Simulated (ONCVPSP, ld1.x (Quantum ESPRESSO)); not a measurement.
## Potentials for bismuth (Bi) compared

Generated with ld1.x 7.5 (TM, RRKJ, ultrasoft, PAW), atompaw 4.2 or ONCVPSP 4.0.1. The cutoff is in Ry: for ld1.x and atompaw files where the sum of valence levels is converged to 10 mRy in a Bessel basis, for ONCV files where the hardest occupied wave has 1 mHa per electron of residual kinetic energy. The error is the largest all-electron minus pseudo excitation energy over each file’s own four to seven test configurations (ionisations up to +4, promotions, holes and added fractions of an electron), all of which were solved. The labels leave out finer settings (local radius, basis sizes, second energies), which also bear on the numbers. Spin-polarised tests are not counted. The rows are a selection from randomly drawn settings: files with unsolved tests, undetermined cutoffs or missed reference levels are left out.

A true bound ghost makes a file unfit for plane-wave use even where its test errors are small: the radial tests pick states by their node count and pass the ghost by.

```tsv
potential	cutoff (Ry)	largest error (meV)	bound ghosts
ONCV, PBE, scalar-relativistic, rc 1.40/1.35/1.20 (spd), local smoothed, core correction no, reference 5s2 5p6 5d10 6s2 6p3, qcut 7.5/9.7/7.1, projectors 2/2/2	70	-20	none
ONCV, Wu-Cohen, scalar-relativistic, rc 2.00/1.95 (sp), local smoothed, core correction no, reference 6s2 6p3, qcut 2.6/4.9, projectors 2/2	61	-68	p
TM, PBE, scalar-relativistic, rc 1.40/2.30/2.35 (spd), local s, core correction yes, reference 6s1.5 6p3.5	100	-192	d
ONCV, PBE, scalar-relativistic, rc 2.00/2.00/2.55 (spd), local p, core correction yes, reference 6s2 6p3, qcut 2.7/3.5/4.5, projectors 2/0/2	40	+63	none
PAW, LDA (PZ), non-relativistic, rc 2.30/2.85/1.55 (spd), local smoothed, core correction yes, reference 5d10 6s2 6p3	60	-61	none
TM, PBE, fully relativistic, rc 1.45/2.50/1.30 (spd), local s, core correction yes, reference 5d10 6s2 6p3	90	-130	none
```

Problem. Fill in the row for Bi: ONCV, Wu-Cohen, scalar-relativistic, rc 1.35/1.25/1.55 (spd), local smoothed, core correction yes, reference 5s2 5p6 5d10 6s2 6p3, qcut 9/10.3/8, projectors 3/2/1.

Solution. cutoff 84 Ry, largest error -21 meV, bound ghosts: none.

Problem. Fill in the row for Bi: TM semilocal, PBE, scalar-relativistic, rc 1.85/2.40/1.70 (spd), local p, core correction no, reference 5d10 6s2 6p1.

Solution. cutoff 55 Ry, largest error +23 meV, bound ghosts: none.
